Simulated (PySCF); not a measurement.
Compound: C5H4Cl3N.
Geometry (GFN2-xTB, Å), atoms numbered from 1 in this order:
```
atom  x, y, z in Å
N1    -1.1365    2.4936   -1.0171
C2    -1.0760    1.3624   -0.8590
C3    -1.0077   -0.0426   -0.6487
C4    -0.9977   -0.5791    0.7641
C5     0.2529   -0.6366   -0.0517
Cl6    0.7640   -2.2038   -0.6670
C7     1.4055    0.2671    0.2815
Cl8    2.4280    0.5364   -1.1510
Cl9    2.3761   -0.4442    1.5926
H10   -1.5115   -0.6235   -1.4117
H11   -1.0371    0.1282    1.5795
H12   -1.5216   -1.5036    0.9502
H13    1.0571    1.2461    0.6205
```

Probes without a nucleus sit at each ring's centroid and 1 Å off its mean plane on both sides; NICS is minus the shielding there, NICSzz its component along the normal. Level: GIAO PBE0/pcSseg-1 (PySCF, non-relativistic, gas phase) on the GFN2-xTB geometry, one conformer.

Ring bond lengths (Å), with Mayer bond orders in brackets: C3–C4 1.511 (0.90), C4–C5 1.494 (0.89), C5–C3 1.516 (0.85).

Q: Give the NICS values of each ring in ppm.

A: 
```csv
ring,type,NICS(0),"NICS(1), two faces","NICS(1)zz, two faces",rms pucker (Å),"centre to ring atoms, mean (Å)"
C3–C4–C5,3-membered carbocycle; formal bonds all single,-41.2,-8.6 / -8.2,-18.6 / -19.4,0.00,0.87
```

Q: What do they say, and how far can they be read as aromaticity?

A: 
- C3–C4–C5: mean NICS(1)zz -19.0 ppm, shielded. C3, C4, C5 have four or more neighbours, and the NICS criterion for π rings isn't applied. NICS(0) lies 33 ppm below the mean NICS(1).

Q: At the first NICS(1) probe listed for ring C3–C4–C5, 1 Å off the ring, what do the in-plane components average?

A: The isotropic value is a third of the trace: (3 × -8.6 − (-18.6))/2 = -3.6 ppm.

Q: Give the inner angles of the rings and the Hirshfeld charges of the ring atoms.

A: 
- C3–C4–C5: C3 59.2° (-0.020 e), C4 60.6° (-0.067 e), C5 60.3° (+0.021 e); sum 180.0° against 180° for a flat convex ring.

Q: What are the shieldings of the ring atoms and their hydrogens in the same run (means over atoms taken as equivalent)?

A: 
| atoms | environment | σ isotropic (ppm) | principal values of the symmetric part, first atom (ppm) |
| --- | --- | --- | --- |
| C3 | sp3 carbon next to a nitrile | 168.8 | 133.0, 171.9, 201.6 |
| C4 | three-membered-ring carbon | 158.3 | 126.8, 163.6, 184.5 |
| C5 | sp3 C–Cl carbon | 125.6 | 102.1, 103.3, 171.4 |
| H10 | methine hydrogen | 29.71 | 22.5, 28.5, 38.1 |
| H11 | methylene hydrogen | 30.26 | 25.6, 27.6, 37.6 |
| H12 | methylene hydrogen | 30.02 | 24.6, 27.0, 38.5 |

The run took 33 s wall on an Arm Neoverse V1 with one thread, no GPU, on a shared host. This is the whole shielding run at PBE0/pcSseg-1, SCF included.
